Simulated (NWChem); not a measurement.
System: SiNH3O, singlet; SMILES N[Si]O

Here is an NWChem input.

```
start job
memory heap 200 mb stack 900 mb global 1100 mb
geometry units angstroms noautoz
  Si    -0.659099     0.060271     0.000000
  O      0.410278     1.349046     0.000000
  H      1.363083     1.202177     0.000000
  N      0.414803    -1.294355     0.000000
  H      1.432265    -1.294079     0.000000
  H      0.048031    -2.241187     0.000000
end
basis spherical
  * library def2-svp
end
dft
  xc pbe0
  iterations 150
end
tddft
  nroots 6
  notriplet
end
task tddft energy
```

Low-valent species are run as closed-shell singlets; no triplet was tried in these runs. The geometry was optimised at PBE0/def2-SVP.

Vertical excitations in the gas phase.

Question: Give the results of this calculation. (PBE0/def2-SVP, full TDDFT.) Quantities: lowest excitation, singlet (eV); oscillator strength of that lowest state; lowest state with f > 0.02, singlet (eV); oscillator strength of that bright state; orbital gap (eV).

Answer: 
```yaml
lowest excitation, singlet (eV): 5.45
oscillator_strength_of_that_lowest_state: 0.135
lowest state with f > 0.02, singlet (eV): 5.45
oscillator_strength_of_that_bright_state: 0.135
orbital gap (eV): 6.23
```
